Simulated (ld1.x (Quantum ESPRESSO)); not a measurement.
phosphorus, ultrasoft: configuration errors across variants

```json
{
  "Element": "phosphorus (P)",
  "Generator": "ld1.x (Quantum ESPRESSO) 7.5",
  "Type": "ultrasoft",
  "Functional": "PBE",
  "Relativity": "scalar-relativistic",
  "Frozen core": "[Ne]",
  "Valence charge": "5",
  "Reference configuration": "3s2 3p3",
  "Partial waves": "3s (bound): rcut 1.20, rcutus 1.60 bohr; 3s channel at 0.2 Ry: rcut 1.20, rcutus 1.60 bohr; 3p (bound): rcut 1.00, rcutus 1.35 bohr; 3p channel at 0.2 Ry: rcut 1.00, rcutus 1.35 bohr; 3d channel at -0.05 Ry: rcut 1.20, rcutus 1.70 bohr",
  "Local potential": "all-electron potential smoothed inside 1.35 bohr (lloc = -2)",
  "Core correction": "none",
  "Augmentation charge": "PSQ, inside the norm-conserving radii"
}
```

All-electron excitation energies from the reference (eV): (1) 3s2 3p2 9.730; (2) 3s2 3p1 28.877; (3) 3s2 3p0 58.616; (4) 3s1 3p4 8.534; (5) 3s1 3p0 110.621; (6) 3s0 3p5 17.200; (7) 3s2 3p3.3 -1.307.

5 further variants failed, have other tests or another functional or relativity, and are left out.

A true bound ghost makes a file unfit for plane-wave use even where its test errors are small: the radial tests pick states by their node count and pass the ghost by.

Errors AE − PS in meV (a dash: test not solved or not reliable):

| change | (1) | (2) | (3) | (4) | (5) | (6) | (7) | bound ghosts |
| --- | --- | --- | --- | --- | --- | --- | --- | --- |
| base | -2.1 | -9.0 | -16 | -2.1 | +64 | -4.1 | 0.0 | none |
| wave 3d channel at -0.05 Ry: rcut 1.20, rcutus 1.70 bohr becomes 3d channel at -0.05 Ry: rcut 1.20, rcutus 2.30 bohr | -2.1 | -9.0 | -16 | -2.1 | +64 | -4.1 | 0.0 | none |
| added wave 3d channel at 2.1 Ry: rcut 1.20, rcutus 1.70 bohr | -2.1 | -9.0 | -16 | -2.1 | +64 | -4.1 | 0.0 | none |
| wave 3d channel at -0.05 Ry: rcut 1.20, rcutus 1.70 bohr becomes 3d channel at 1 Ry: rcut 1.20, rcutus 1.70 bohr | -2.1 | -9.0 | -16 | -2.1 | +64 | -4.1 | 0.0 | none |
| wave 3d channel at -0.05 Ry: rcut 1.20, rcutus 1.70 bohr becomes 3d channel at -0.05 Ry: rc 1.70 bohr; local potential the d channel | -2.1 | -9.2 | -16 | -2.3 | +63 | -4.4 | 0.0 | p |
| local potential all-electron potential smoothed inside 0.60 bohr (lloc = -2) | -2.1 | -9.0 | -15 | -2.3 | +64 | -4.2 | 0.0 | p |

Problem. Give the same row for: type TM; waves now 3s (bound): rc 1.60 bohr; 3d channel at -0.05 Ry: rc 1.70 bohr; 3p (bound): rc 1.35 bohr; local potential the p channel.

Solution. +1.2, +9.1, +35, +3.2, +184, +14, +0.1; bound ghosts: none.
